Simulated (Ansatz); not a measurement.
Reaction (substitution at a C–O bond): `[F][GeH2][O]C(F)(F)F` + `[OH][SnH]([F])[F]` → `[F][SnH]([F])[O]C(F)(F)F` + `[OH][GeH2][F]`

Program: Ansatz. Geometries: PBE0-D4/def2-TZVP. ΔE: electronic, gas phase. CCSD(T)/CBS is the MP2 limit (def2-TZVPP, def2-QZVPP) plus CCSD(T) − MP2 in def2-TZVPP, frozen cores. DFT in def2-TZVPP. B3LYP here is the variant with VWN-RPA as its local correlation; programs differ in this. def2 core potentials past Kr. For Ge, Sn outer-core shells are correlated without core-valence functions, which leaves a few kJ/mol of doubt a bond. Scalar relativity is left out up to krypton. One conformer a species, not always the lowest.

`[F][GeH2][O]C(F)(F)F`:

Z-matrix (Å, degrees):
```
Ge
O 1 1.793
F 1 1.725 2 106.2
H 1 1.522 2 102.9 3 -114.3
H 1 1.524 2 110.6 3 116.7
C 2 1.329 1 124.9 3 -63.5
F 6 1.330 2 110.1 1 -146.7
F 6 1.348 2 112.4 1 -26.9
F 6 1.334 2 112.0 1 93.5
```

`[OH][SnH]([F])[F]`:

```xyz
6

O     1.301   -0.701   -0.452
Sn   -0.245    0.089    0.389
F    -1.789   -0.619   -0.470
F    -0.298    1.922   -0.121
H     1.327   -0.580   -1.405
H    -0.295   -0.111    2.058
```

`[F][SnH]([F])[O]C(F)(F)F`:

Z-matrix (Å, degrees):
```
Sn
F 1 1.890
O 1 1.962 2 107.5
F 1 1.890 2 105.5 3 114.5
H 1 1.680 2 113.8 3 -120.2
C 3 1.330 1 124.4 2 56.6
F 6 1.332 3 111.2 1 119.9
F 6 1.331 3 111.2 1 -120.1
F 6 1.350 3 111.8 1 -0.1
```

`[OH][GeH2][F]`:

Cartesian coordinates in Å:
```
O 0.536 1.176 0.476
Ge -0.340 -0.203 -0.181
F 0.744 -1.064 -1.231
H 1.252 0.930 1.066
H -0.728 -1.212 0.908
H -1.464 0.373 -1.038
```

| level | ΔE (kJ/mol) | difference from CCSD(T)/CBS |
| --- | --- | --- |
| PBE-D4 | 3.2 | 1.9 |
| PBE0-D4 | 2.7 | 1.4 |
| ωB97X-V | 2.4 | 1.1 |
| ωB97M-V | 2.6 | 1.3 |
| B2PLYP | 3.6 | 2.3 |
| PBE | 3.6 | 2.3 |
| r2SCAN | 2.2 | 0.9 |
| B3LYP | 4.1 | 2.8 |
| MP2/def2-TZVPP | 3.1 | 1.8 |
| SCS-MP2/def2-TZVPP | 3.0 | 1.7 |
| HF/def2-QZVPP | 1.0 | -0.3 |
| MP2/def2-QZVPP | 2.3 | 1.0 |
| SCS-MP2/def2-QZVPP | 2.2 | 0.9 |
| HF/CBS(def2) | 0.9 | -0.4 |
| MP2/CBS(def2) | 2.3 | 1.0 |
| CCSD/CBS(def2) | 1.5 | 0.2 |
| CCSD(T)/CBS | 1.3 | 0 |

Largest T1 diagnostic among the species: 0.015.
